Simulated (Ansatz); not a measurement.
Reaction (formal exchange of groups at the Si–N bond): `[GaH2][NH][SiH2][SiH2][GeH3]` + `CCCl` → `Cl[SiH2][SiH2][GeH3]` + `CC[NH][GaH2]`

Computed with Ansatz on PBE0-D4/def2-TZVP structures; ΔE is electronic, products minus reactants. CBS: MP2 limit from def2 TZ/QZ plus the TZ coupled-cluster correction, frozen cores. Functionals use def2-TZVPP. B3LYP here is the variant with VWN-RPA as its local correlation; programs differ in this. For Ga, Ge outer-core shells are correlated without core-valence functions, which leaves a few kJ/mol of doubt a bond. Scalar relativity is left out up to krypton. One conformer a species, not always the lowest.

`[GaH2][NH][SiH2][SiH2][GeH3]`:

Cartesian coordinates in Å:
```
Ga -0.824 -1.750 -0.863
N -0.359 -1.559 0.918
Si 0.958 -0.628 1.514
Si 1.303 1.137 -0.003
Ge -0.851 1.650 -0.888
H 0.328 -1.430 -1.873
H -2.200 -2.412 -1.181
H -1.018 -1.904 1.599
H 2.225 -1.394 1.700
H 0.613 -0.030 2.836
H 2.209 0.806 -1.135
H 1.820 2.365 0.665
H -0.836 2.447 -2.202
H -1.624 0.331 -1.222
H -1.744 2.371 0.135
```

`CCCl`:

Z-matrix (Å, degrees):
```
C
C 1 1.507
H 1 1.091 2 111.0
H 1 1.094 2 109.6 3 119.7
H 1 1.091 2 111.0 3 -120.6
Cl 2 1.788 1 111.4 3 60.3
H 2 1.089 1 111.9 3 179.1
H 2 1.089 1 111.9 3 -58.5
```

`Cl[SiH2][SiH2][GeH3]`:

Cartesian coordinates in Å:
```
Cl -2.025 -1.547 1.278
Si -1.857 0.350 0.477
Si 0.413 0.886 0.363
Ge 1.573 -0.838 -0.798
H -2.472 0.323 -0.875
H -2.635 1.274 1.342
H 0.570 2.185 -0.350
H 0.951 1.031 1.743
H 1.485 -2.155 -0.014
H 0.944 -1.045 -2.186
H 3.052 -0.464 -0.980
```

`CC[NH][GaH2]`:

```xyz
12

C     1.505    0.541    0.627
C     0.687   -0.309   -0.331
N    -0.632    0.224   -0.582
Ga   -2.231   -0.519   -0.148
H     1.635    1.554    0.234
H     2.500    0.113    0.782
H     1.006    0.619    1.595
H     0.577   -1.317    0.080
H     1.242   -0.425   -1.273
H    -0.611    1.134   -1.016
H    -3.509    0.300   -0.513
H    -2.169   -1.917    0.545
```

```tsv
level	ΔE (kcal/mol)	difference from CCSD(T)/CBS
PBE-D4	-6.0	-0.6
r2SCAN-D4	-5.8	-0.4
PBE0-D4	-5.8	-0.4
B3LYP-D4	-5.7	-0.3
ωB97X-V	-6.4	-1.0
ωB97M-V	-5.6	-0.2
PBE0	-7.5	-2.1
HF/def2-TZVPP	-9.5	-4.1
MP2/def2-TZVPP	-5.3	0.1
SCS-MP2/def2-TZVPP	-5.8	-0.4
CCSD(T)/def2-TZVPP	-5.2	0.2
HF/def2-QZVPP	-9.6	-4.2
MP2/def2-QZVPP	-5.4	0.0
SCS-MP2/def2-QZVPP	-6.0	-0.6
HF/CBS(def2)	-9.6	-4.2
MP2/CBS(def2)	-5.4	0.0
CCSD(T)/CBS	-5.4	0
```

Largest T1 diagnostic among the species: 0.014.

In def2-TZVPP, CCSD(T) changes the Hartree–Fock value by +4.3 kcal/mol (the triples alone add +0.7 kcal/mol) and MP2 by +4.3 kcal/mol. The D4 term adds +3.2 kcal/mol with B3LYP and +1.7 kcal/mol with PBE0; it sums over pairs of atoms, weighted by their polarisabilities, and B3LYP, whose exchange is more repulsive, gets the larger term.
